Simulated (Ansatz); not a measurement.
H6CdOSi2 (SMILES [SiH3][O][Cd][SiH3]), singlet, at the geometry of the source list (core potentials on Cd); HF/def2-SVP (Ansatz, a first-principles code).

The Ansatz input:
Ansatz 0.2 input:
```yaml
crystal:
  periodic: [false, false, false]
  atoms:
    - {symbol: Cd, position_ang: [-0.72610000, -0.96850000, 0.69030000]}
    - {symbol: Si, position_ang: [-1.73080000, 1.04950000, 1.77890000]}
    - {symbol: H, position_ang: [-2.43800000, 0.80350000, 3.05470000]}
    - {symbol: H, position_ang: [-2.70880000, 1.72700000, 0.89170000]}
    - {symbol: H, position_ang: [-0.63440000, 2.00640000, 2.06510000]}
    - {symbol: O, position_ang: [1.03640000, -0.47040000, -0.31380000]}
    - {symbol: Si, position_ang: [1.66280000, -0.92210000, -1.69780000]}
    - {symbol: H, position_ang: [0.58580000, -1.48130000, -2.57770000]}
    - {symbol: H, position_ang: [2.68210000, -1.97460000, -1.51240000]}
    - {symbol: H, position_ang: [2.27090000, 0.23040000, -2.37910000]}
basis:
  gaussian:
    orbitals: def2-SVP
hamiltonian:
  xc: hf
```

What the program printed (banner, timings and long lists left out):

```
Functional definition: HF
1095 factors; integrals over basis functions are off by at most 1.1e-3 eV
mean field evaluation 1: about -22385.0416 eV, gradient 4.4e1 eV
mean field evaluation 2: about -22385.1586 eV, gradient 4.4e1 eV
mean field evaluation 4: about -22389.7895 eV, gradient 3.7e0 eV
mean field evaluation 8: about -22389.8733 eV, gradient 3.2e-1 eV
mean field -22389.87412965 eV, -822.8126978630 hartree, gradient 1.6e-5 eV, S^2 0.000000; 0 other end points of the search recorded, 0 dependent functions left out
reference -22389.87412965 eV, -822.8126978630 hartree; 31, 31 occupied and 80, 80 virtual orbitals, 1095 factors
Total energy: -22389.87412965 eV, -822.8126978630 hartree
```
